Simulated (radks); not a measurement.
Values are calculated unless marked as measured or tabulated.
Polarisability of the tantalum ion Ta4+, [Xe] 4f14 5d1, at imaginary frequency. Level of theory: scalar-relativistic Kohn-Sham, LDA (Slater exchange, VWN5 correlation), spin-unpolarised, spherical densities, finite nucleus; Fermi nuclear charge, rms radius 5.3507 fm (a radial shooting solver on a logarithmic mesh with Libxc functionals). Response by self-consistent Sternheimer equations with the Hartree and adiabatic LDA kernel, the relativistic mass of each level held fixed and spin-orbit coupling left out.

| w (hartree) | alpha1(iw) (bohr^3) |
|---|---|
| 0.00266 | 4.157 |
| 0.0143 | 4.156 |
| 0.0360 | 4.151 |
| 0.0697 | 4.134 |
| 0.118 | 4.092 |
| 0.186 | 4.005 |
| 0.280 | 3.847 |
| 0.413 | 3.594 |
| 0.605 | 3.231 |
| 0.892 | 2.748 |
| 1.35 | 2.139 |
| 2.12 | 1.447 |
| 3.59 | 0.8033 |
| 6.94 | 0.3418 |
| 17.5 | 0.08962 |

Static values: alpha1 = 4.157 bohr^3 (0.6161 angstrom^3; uncoupled 6.625). C6 = 18.60, triple-dipole C9 = 51.92 atomic units. One-pole (London) frequency 4 C6 / (3 alpha1^2) = 1.435 hartree, against 1.524 for minus the highest occupied eigenvalue.
